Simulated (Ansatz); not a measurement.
```yaml
crystal:
  periodic: [false, false, false]
  atoms:
    - {symbol: C, position_ang: [-1.230703, -0.211687, -0.267653]}
    - {symbol: V, position_ang: [0.683680, 0.325186, -0.108555]}
    - {symbol: O, position_ang: [1.159014, -0.139863, 1.495590]}
    - {symbol: S, position_ang: [1.589487, -0.772864, -1.500312]}
    - {symbol: Cl, position_ang: [0.775869, 2.430242, -0.522131]}
    - {symbol: H, position_ang: [-1.736645, 0.369916, 0.510182]}
    - {symbol: H, position_ang: [-1.595889, 0.057588, -1.259642]}
    - {symbol: H, position_ang: [-1.349261, -1.280815, -0.091785]}
    - {symbol: H, position_ang: [1.792947, -0.824104, 1.727208]}
basis:
  gaussian: {orbitals: 6-31G}
hamiltonian: {xc: {name: HF}}
correlation: {method: mp2, frozen_orbitals: {C: 9}}
```

```sh
$ ansatz run in.yaml --threads 4 --pin off --events-out ev --progress --plain --max-ram 10444MiB
```

Shortened log:

```
Functional definition: HF
Error: "frozen_orbitals" has no count for V
```

**Question.** What is wrong with this run?

**Answer.** Frozen orbitals are typed for one element alone, and the program wants a count for each. The program refused the input.
